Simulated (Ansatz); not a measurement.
Na3F3⁻. Total charge -1; doublet. Geometry PBE0-D4/def2-SVP, that of the neutral singlet; atoms count from 1.

```xyz
6

Na   -1.0027    1.6152   -0.5992
Na   -0.3816   -1.7738   -0.8258
Na    1.3834    0.1583    1.4255
F     1.0292   -1.6600    0.6169
F     0.3918    1.8226    0.8490
F    -1.4201   -0.1623   -1.4664
```

The highest occupied level of the charge -1 doublet lies above zero (up to 0.72 eV). Energy differences disagree on whether the electron is bound (positive means bound): -0.05 eV (vertical, against the charge 0 singlet, at PBE0-D4/def2-TZVPD), but 0.07 eV at PBE-D4/def2-TZVPD. The structure comes from a short search, and lower isomers may exist.

Estimate the Mulliken populations from the PBE0/def2-TZVPD orbitals of Ansatz.


```json
{"atom": "Na1", "charge (e)": "0.72", "spin (α − β)": "0.28"}
{"atom": "Na2", "charge (e)": "0.72", "spin (α − β)": "0.28"}
{"atom": "Na3", "charge (e)": "0.72", "spin (α − β)": "0.28"}
{"atom": "F4", "charge (e)": "-1.06", "spin (α − β)": "0.05"}
{"atom": "F5", "charge (e)": "-1.06", "spin (α − β)": "0.05"}
{"atom": "F6", "charge (e)": "-1.06", "spin (α − β)": "0.05"}
```
Mulliken values depend strongly on the basis. With diffuse functions, as here, like atoms can get unlike values, and bond orders can come out too low or too high.

Where does the spin sit?

Summed by element: Na 0.85, F 0.15, of 1 unpaired in all. Largest on single atoms: Na3 0.28, Na1 0.28, Na2 0.28.
